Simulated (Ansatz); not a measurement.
Problem. Predict a relaxed structure of BiMe2Cl (C₂H₆BiCl), charge 0, singlet, at B3LYP-D4/def2-SVP (Ansatz).

Solution. 
```xyz
10

Bi   -1.0736   -0.9221   -0.1150
C     0.7965   -0.5345   -1.3786
H     1.6708   -0.9727   -0.8732
H     0.9120    0.5541   -1.4680
H     0.6711   -0.9838   -2.3735
C    -0.2533    0.3166    1.6272
H    -1.0479    0.4697    2.3706
H     0.0776    1.2837    1.2251
H     0.5936   -0.2181    2.0847
Cl   -2.3469    1.0072   -1.0995
```
 This is one stationary point.

In the def2 sets Bi takes a core potential; there is no spin–orbit coupling.
